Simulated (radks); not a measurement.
Effect of the nuclear size on the samarium ion Sm+, [Xe] 4f6 6s1. All-electron calculation, Dirac Kohn-Sham, PBE, spin-unpolarised, spherical densities, finite nucleus; open shells are shared between the two j in proportion to 2j + 1; Fermi nuclear charge, rms radius 5.0819 fm. Program: a radial shooting solver on a logarithmic mesh with Libxc functionals. The rms radius is varied about that value; shifts are against it.

rms radius (fm) = 4.218: total energy shift (eV) -5.27; density at nucleus (e/bohr^3) 5.574e+05; 1s1/2 shift (meV) -2180; 2s1/2 shift (meV) -276; 5s1/2 shift (meV) -2.10; 5p1/2 shift (meV) 0.181; 6s1/2 shift (meV) -0.191; 4f7/2 shift (meV) 0.346; 6p1/2 (empty) shift (meV) 0.058
rms radius (fm) = 4.7516: total energy shift (eV) -2.10; density at nucleus (e/bohr^3) 5.418e+05; 1s1/2 shift (meV) -870; 2s1/2 shift (meV) -110; 5s1/2 shift (meV) -0.838; 5p1/2 shift (meV) 0.072; 6s1/2 shift (meV) -0.076; 4f7/2 shift (meV) 0.138; 6p1/2 (empty) shift (meV) 0.023
rms radius (fm) = 5.0819: total energy shift (eV) 0; density at nucleus (e/bohr^3) 5.332e+05; 1s1/2 shift (meV) 0.000; 2s1/2 shift (meV) 0.000; 5s1/2 shift (meV) 0.000; 5p1/2 shift (meV) 0.000; 6s1/2 shift (meV) 0.000; 4f7/2 shift (meV) 0.000; 6p1/2 (empty) shift (meV) 0.000
rms radius (fm) = 5.4122: total energy shift (eV) 2.21; density at nucleus (e/bohr^3) 5.252e+05; 1s1/2 shift (meV) 914; 2s1/2 shift (meV) 116; 5s1/2 shift (meV) 0.880; 5p1/2 shift (meV) -0.076; 6s1/2 shift (meV) 0.080; 4f7/2 shift (meV) -0.145; 6p1/2 (empty) shift (meV) -0.025
rms radius (fm) = 6.3371: total energy shift (eV) 8.96; density at nucleus (e/bohr^3) 5.058e+05; 1s1/2 shift (meV) 3700; 2s1/2 shift (meV) 469; 5s1/2 shift (meV) 3.57; 5p1/2 shift (meV) -0.308; 6s1/2 shift (meV) 0.324; 4f7/2 shift (meV) -0.587; 6p1/2 (empty) shift (meV) -0.099

Slopes of the eigenvalues against <r^2> in GHz/fm^2, as finite differences over the two radii next to the reference (eigenvalue slopes, not the field-shift constants of lines): 1s1/2 64200, 2s1/2 8140, 5s1/2 61.9, 5p1/2 -5.35, 6s1/2 5.62, 4f7/2 -10.2, 6p1/2 (empty) -1.73.
